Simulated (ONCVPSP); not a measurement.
**Pseudopotential generation for Si (Z = 14): ONCV, PBE, scalar-relativistic.**

* Element: Si (Z = 14)
* Generator: ONCVPSP 4.0.1
* Type: optimised norm-conserving Vanderbilt (ONCV)
* Functional: PBE
* Relativity: scalar-relativistic
* Frozen core: [He]
* Valence charge: 12
* Reference configuration: 2s2 2p6 3s2 3p2
* Partial waves: 2s+3s: rc 0.95 bohr, ncon 4, nbas 8, qcut 12.6 1/bohr, 2 projectors; 2p+3p: rc 0.75 bohr, ncon 3, nbas 6, qcut 17.6 1/bohr, 2 projectors; d scattering state at 0.4 Ha: rc 0.80 bohr, ncon 3, nbas 7, qcut 12.8 1/bohr, 2 projectors, debl 0.3 Ha
* Local potential: polynomial inside 0.75 bohr (lpopt 5, dvloc0 3 Ha)
* Core correction: none

- Cutoffs needed: 123 Ha and 139 Ha (the cutoffs (Ha) at which the residual kinetic energy of the hardest occupied pseudo-wave falls to 1 and 0.1 mHa per electron)
- Ghost test: no bound ghost flagged; no localised positive-energy state flagged
- Configuration tests: 1 of 4 tests not solved or not reliable
